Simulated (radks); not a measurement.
All-electron atom: Cr X in [Ne] 3s2 3p3. Method: non-relativistic Kohn-Sham, exchange-only LDA, spin-polarised, spherical densities, point nucleus; open shells are filled with parallel spins first; computed with a radial shooting solver on a logarithmic mesh with Libxc functionals.

Unscreened Slater integrals over Kohn-Sham orbitals (hartree). They are taken over the spin-up orbitals.

integral,value
"F0(3p,3p)",1.1088
"F2(3p,3p)",0.56406
"F0(3p,3s)",1.1100
"G1(3p,3s)",0.73723
"F0(3p,2p)",1.4828
"F2(3p,2p)",0.33233
"G0(3p,2p)",0.13468
"G2(3p,2p)",0.14247
"F0(3p,2s)",1.4475
"G1(3p,2s)",0.10434
"F0(3s,3s)",1.1128
"F0(3s,2p)",1.4663
"G1(3s,2p)",0.13683
"F0(3s,2s)",1.4405
"G0(3s,2s)",0.10882
"F0(2p,2p)",3.5158
"F2(2p,2p)",1.6554
"F0(2p,2s)",3.2397
"G1(2p,2s)",1.8716
"F0(2s,2s)",3.0610

Derived for the open shells (J is the average intra-shell exchange parameter used in DFT+U). 3p: J = F2/5 = 0.1128 hartree.
